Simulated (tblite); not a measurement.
Write Cartesian coordinates for `[CH]1CN2CCN1CC2` [radical] as optimised with GFN2-xTB. (Doublet state.)

```xyz
19
C6H11N2 angstrom
C     -0.2963   -0.6574    1.4625
C     -1.0841   -1.1919    0.3035
N     -0.5168   -0.5896   -0.9124
C     -0.8847    0.8152   -0.9336
C     -0.4564    1.4464    0.4188
N      0.4095    0.5164    1.1267
C      1.5333    0.1575    0.2643
C      0.9381   -0.6876   -0.9022
H      0.2934   -1.3510    2.0481
H     -0.9979   -2.2807    0.2427
H     -2.1513   -0.9432    0.3219
H     -0.3804    1.2931   -1.7759
H     -1.9635    0.8921   -1.0845
H      0.0877    2.3817    0.2682
H     -1.3220    1.6417    1.0530
H      2.2531   -0.4241    0.8433
H      2.0213    1.0691   -0.0905
H      1.2006   -1.7417   -0.7924
H      1.3067   -0.3369   -1.8687
```

Any rigid rotation of these coordinates is as good. Atoms count from 1 in this order. The 6-membered ring C1–C2–N3–C4–C5–N6 has internal angles of 106.9° to 112.1° (sum 655°, against 720° for a flat polygon); it is puckered, 0.33 Å rms from its mean plane, widest ring torsion 71°. The 3 C–C bonds span 1.500 Å (C1–C2, drawn single) to 1.559 Å (C7–C8, drawn single), a spread of 0.059 Å. The 6-membered ring N3–C4–C5–N6–C7–C8 has internal angles of 106.3° to 110.5°; it is puckered, 0.34 Å rms from its mean plane, widest ring torsion 68°. N3 (nitrogen bonded to 3 C) is pyramidal (angles 110.6°, 108.5° and 108.1°, sum 327.2°, 0.50 Å off the plane of its three neighbours).

Bonds between heavy atoms (Å): C1–C2 1.500, C2–N3 1.471, N3–C4 1.452, C4–C5 1.553, C5–N6 1.455, N6–C7 1.461, C7–C8 1.559, C1–N6 1.410, N3–C8 1.458.

Structure optimised with GFN2-xTB, isolated species. This method treats the open shell by occupation alone, without spin polarisation.

Its GFN2-xTB frequencies are all real (lowest 165 cm⁻¹).

On Arm Neoverse V2, one thread, no GPU, shared host with 96 logical CPUs at a one-minute load of 40, this took 0.25 s. These figures are those of the optimisation.

These are computed values.
